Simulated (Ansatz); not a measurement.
C$_{2}$H$_{7}$AlZn (`[CH3][AlH][Zn][CH3]`). Charge 0, multiplicity 1. For Zn the d shell is correlated and the shells below it are frozen. Scalar relativity is left out up to krypton.

```xyz
11

C     0.811   -0.737   -2.515
Al    1.278   -0.544   -0.618
Zn   -0.289    0.307    1.151
C    -1.519    0.973    2.534
H     1.448   -0.083   -3.122
H     1.013   -1.759   -2.857
H    -0.229   -0.500   -2.749
H     2.781   -0.972   -0.255
H    -2.410    1.421    2.086
H    -1.038    1.733    3.156
H    -1.847    0.162    3.192
```

Task: Give the diagnostics of a CCSD(T)/def2-TZVPP run (frozen core, the Gaussian-basis code of Ansatz). (An estimate is asked.)

Result: Ansatz gave: T1 = 0.0128, largest single amplitude 0.021, largest double 0.042, (T) share of the correlation energy 3.3 %, 11 CCSD cycles. The RHF solution is stable towards an unrestricted one. T1 lies under the customary mark of 0.02 for closed shells.
